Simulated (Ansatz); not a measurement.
Basis-set extrapolation for `F[Si]1(F)CS1` (PBE0-D4/def2-TZVP geometry, frozen core, Ansatz 0.2.0). Multiplicity 1, RHF reference.

|  | def2-TZVPP | def2-QZVPP |
| --- | --- | --- |
| HF | -924.639484 | -924.671177 |
| MP2 correlation | -0.944818 | -1.029551 |
| CCSD(T) correlation | -1.005957 | not run |

Energies in hartree. Use E(X) = E(∞) + A·exp(−7.88·√X) for Hartree–Fock and E(X) = E(∞) + B·X^(−2.97) for correlation, with X = 3 and 4, and add CCSD(T) minus MP2 of the smaller set to the MP2 limit.

Q: What is the CCSD(T) energy at the basis-set limit?

A: HF limit: -924.671177 + (-0.031693) × 0.13774 = -924.67554. MP2 limit: -1.029551 + (-0.084733) × 0.74074 = -1.09232. Higher-order term: -1.005957 − (-0.944818) = -0.06114. Total: -925.82900 hartree, 481.9 kJ/mol below CCSD(T)/def2-TZVPP.
